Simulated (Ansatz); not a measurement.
System: GeF₃, net charge 0, doublet state. It need not be the lowest isomer of its formula. 
Geometry from a B3LYP-D3(BJ)/def2-TZVP (Ansatz, an electronic-structure program) optimisation:
```
Ge
F 1 1.7346
F 1 1.7346 2 106.47
F 1 1.7346 2 106.47 3 -113.30
```
Charge 0, spin multiplicity 2.

Parts of the frozen-core correlation energy in 6-31G* (Ansatz, hartree). Frozen orbitals: 17; correlated occupied orbitals by spin: 13 and 12; virtual: 50 and 51. Open shells are spin-unrestricted. No spin-orbit coupling. Non-relativistic.

```json
[
 {"term": "reference (HF)", "value": "-2373.46996"},
 {"term": "MP2 opposite-spin", "value": "___"},
 {"term": "MP2 same-spin", "value": "-0.16985"},
 {"term": "CCSD correlation", "value": "___"},
 {"term": "(T)", "value": "___"},
 {"term": "T1 diagnostic", "value": "0.018"},
 {"term": "largest doubles amplitude", "value": "0.019"},
 {"term": "<S^2> of the reference", "value": "0.756"}
]
```

**Question.** Complete the blanks.

**Answer.** 
- MP2 opposite-spin, value: -0.42735
- CCSD correlation, value: -0.59894
- (T), value: -0.01221
